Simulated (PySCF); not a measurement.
Al(F)(Cl)(OH) (AlClFHO), SMILES [OH][Al]([F])[Cl].

Geometry optimised at PBE0-D3(BJ)/def2-SVP. Other conformers were not sampled.

Method: PySCF 2.14.0 with IEF-PCM-PBE0/def2-SVP.

The values are the electrostatic part of the solvation free energy, E(continuum) − E(gas) at the gas-phase geometry, in a cavity of scaled van der Waals radii (PySCF's table); cavitation and dispersion terms are not included. A continuum can't describe solvent molecules that bind to the metal. In vacuum the orbital gap is 8.52 eV. The dipole moment in vacuum is 1.91 D.

Computed values in water (ε = 78.36), toluene (ε = 2.37), benzene (ε = 2.27):
```
solvent      ε  ΔG(elec) (kcal/mol)  dipole (D)  gap (eV)
-------  -----  -------------------  ----------  --------
water    78.36                 -8.7        2.32      8.77
toluene   2.37                 -4.0        2.10      8.66
benzene   2.27                 -3.9        2.10      8.66
```
